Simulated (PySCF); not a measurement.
PySCF 2.14 output of an unrestricted TPSSh calculation on a single atom or ion in x2c-QZVPPall with one added diffuse shell each of s, p, d, f type (12s9p6d5f1g, 113 functions), with scalar relativity by spin-free X2C-1e:

```
SCF conv_tol = 1e-09
number electrons alpha = 19  beta = 15
    V. N. Staroverov, G. E. Scuseria, J. Tao, and J. P. Perdew.,  J. Chem. Phys. 119, 12129 (2003)
cycle= 1 E= -2429.59643314017  delta_E= -0.0146  |g|= 0.111  |ddm|= 0.277
cycle= 2 E= -2429.59623366915  delta_E= 0.000199  |g|= 0.128  |ddm|= 0.0621
cycle= 3 E= -2429.59738375718  delta_E= -0.00115  |g|= 0.00237  |ddm|= 0.0358
cycle= 4 E= -2429.59738432292  delta_E= -5.66e-07  |g|= 0.000189  |ddm|= 0.0151
cycle= 5 E= -2429.59738434555  delta_E= -2.26e-08  |g|= 9.57e-05  |ddm|= 0.00325
cycle= 6 E= -2429.59738434842  delta_E= -2.87e-09  |g|= 1.1e-05  |ddm|= 0.00168
cycle= 7 E= -2429.59738434854  delta_E= -1.21e-10  |g|= 8.22e-07  |ddm|= 0.000415
converged SCF energy = -2429.59738434854  <S^2> = 6.0006361  2S+1 = 5.0002544
```

The run itself started from symmetry-adapted Hartree-Fock orbitals and held the occupation by maximum overlap, on a logarithmic radial grid, so the iterations belong to that start.

Q: Which element, charge and spin multiplicity is this?

A: Se (selenium, neutral), multiplicity 5; the state was [Ar] 3d10 4s2 4p3 5s1, high-spin 5S determinant (an excited configuration).

The outer electron is Rydberg-like, and this basis confines it to a smaller radius and binds it less than a complete one would.
